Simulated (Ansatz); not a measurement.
## Abstraction of Cl: SbCl3 + CH3 → SbCl2 + CH3Cl

Species: SbCl3 `[Cl][Sb]([Cl])[Cl]`, singlet; CH3 (methyl radical) `[CH3]`, doublet; SbCl2 `[Cl][Sb][Cl]`, doublet; CH3Cl (chloromethane) `CCl`, singlet. A radical takes Cl: the energy is the difference in strength between the Sb–Cl bond broken and the C–Cl bond made.

Shapes, held fixed at every level: PBE0-D4/def2-TZVP. Programs: Ansatz 0.2.0. The zero-point and thermal change to 298 K, harmonic and unscaled (PBE0-D4/def2-TZVP), is +12.8 kJ/mol.

| level | kind | ΔH(298 K) (kJ/mol) | less CCSD(T)/def2-TZVPP | CPU time (sum over the molecules) |
| --- | --- | --- | --- | --- |
| HF/def2-SVP | Hartree–Fock | -7.1 | +15.9 | – |
| r2SCAN-D4/def2-TZVPP | meta-GGA | -3.2 | +19.8 | 38 s |
| BHLYP-D4/def2-TZVPP | global hybrid | -10.8 | +12.2 | 22 s |
| PBE0-D4/def2-TZVPP | global hybrid | -19.9 | +3.1 | 21 s |
| wB97M-V/def2-TZVPP | range-separated hybrid | -27.0 | -4.0 | 78 s |
| wB97X-V/def2-TZVPP | range-separated hybrid | -24.9 | -1.9 | 51 s |
| B2PLYP/def2-TZVPP | double hybrid | -20.2 | +2.8 | 32 s |
| CCSD(T)/def2-TZVPP | coupled cluster or CI | -23.0 | 0.0 | 2.5 min |

The highest level, CCSD(T)/def2-TZVPP, gives ΔH(298 K) = -23.0 kJ/mol; the levels span -27.0 to -3.2. The column of differences is taken from that level and isn't an error. No measured value is set beside it here. Open shells run unrestricted unless RO is named. For atoms past krypton def2 sets carry core potentials with scalar relativity. Correlated rows may include outer-core shells of Sb, which these sets cover unevenly. Times are processor times on shared x86 and Arm servers, and rough.
